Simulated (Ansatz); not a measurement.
Question: Name a neutral molecule of C, S, Si and H with HOMO–LUMO gap (B3LYP/def2-TZVPP) between 3.90 and 4.20 eV and LUMO energy (B3LYP/def2-TZVPP) between -1.80 and -1.50 eV (Ansatz, PBE0-D4/def2-TZVP geometry).

Answer: `C[SiH]1CSS1` (4.20 eV, -1.55 eV); `C1[SiH2]SS1` (4.19 eV, -1.72 eV); `[SiH3][SiH]1CSS1` (4.15 eV, -1.72 eV). Other molecules can fit too; these were computed, each in one conformer that needn't be the lowest.

B3LYP here is the variant with VWN-RPA as its local correlation; programs differ in this.
